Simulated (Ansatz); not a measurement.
Frontier orbitals of CH₃NOSi, SMILES `O=C=N[SiH3]`.

The species carries charge 0 and has multiplicity 1. All single points use the PBE0-D4/def2-TZVP geometry. Basis def2-TZVPP, Ansatz 0.2.0.

A caution on the coupled-cluster cation, which keeps the state that its UHF reference found: spin contamination of the cation.

```
functional  HOMO (eV)  LUMO (eV)
    r2SCAN      -7.65      -0.25
```

(1) Give HOMO and LUMO (eV) with LDA (SPW92), PBE, revPBE, BLYP, B97M-V, PBE0, B3LYP, r2SCANh, r2SCAN0, HSE06 (plane-wave form), BHLYP, CAM-B3LYP, LC-ωPBE, ωB97X-V, ωB97M-V, HF. (Estimate.)

Answers

(1) Computed: 
```
             functional    HOMO   LUMO
            LDA (SPW92)   -7.49  -0.95
                    PBE   -7.33  -0.73
                 revPBE   -7.27  -0.64
                   BLYP   -7.21  -0.63
                 B97M-V   -7.71  -0.57
                   PBE0   -8.71   0.10
                  B3LYP   -8.48  -0.14
                r2SCANh   -8.16   0.02
                r2SCAN0   -8.93   0.41
HSE06 (plane-wave form)   -8.31  -0.27
                  BHLYP  -10.00   0.86
              CAM-B3LYP  -10.07   1.01
                LC-ωPBE  -11.39   2.23
                ωB97X-V  -11.04   2.07
                ωB97M-V  -10.93   1.69
                     HF  -12.05   2.86
```

B3LYP here is the variant with VWN-RPA as its local correlation; programs differ in this. LC-ωPBE has ω = 0.4 bohr⁻¹. Positive LUMOs are unbound and depend on the basis.
